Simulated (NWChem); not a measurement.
# C3H6O; SMILES OC1CC1

```xyz
10

O     -0.0764    -1.4469    -0.2258
C     -0.0050    -0.2461     0.4608
C     -0.7560     0.8964    -0.1266
C      0.7505     0.9063    -0.1345
H      0.7643    -1.9023    -0.1096
H     -0.0048    -0.3306     1.5576
H     -1.2903     1.5769     0.5412
H     -1.2563     0.6947    -1.0773
H      1.2411     0.7242    -1.0948
H      1.2818     1.5925     0.5310
```
Atoms are numbered in this order, from 1.

Geometry: optimised at PBE0/def2-SVP.

Question: Give the principal values of the shielding tensors (ppm) of O1, C2, C3, C4 from KT2/pcSseg-1, GIAO (NWChem), with their diamagnetic and paramagnetic parts as GIAO splits them.

Answer: 
```csv
atom,σ11,σ22,σ33,isotropic,diamagnetic,paramagnetic
O1,252.9,267.5,295.5,271.9,391.3,-119.4
C2,93.3,106.5,204.2,134.7,245.8,-111.1
C3,145.7,167.5,209.0,174.1,247.6,-73.6
C4,141.8,167.6,210.9,173.4,249.0,-75.6
```
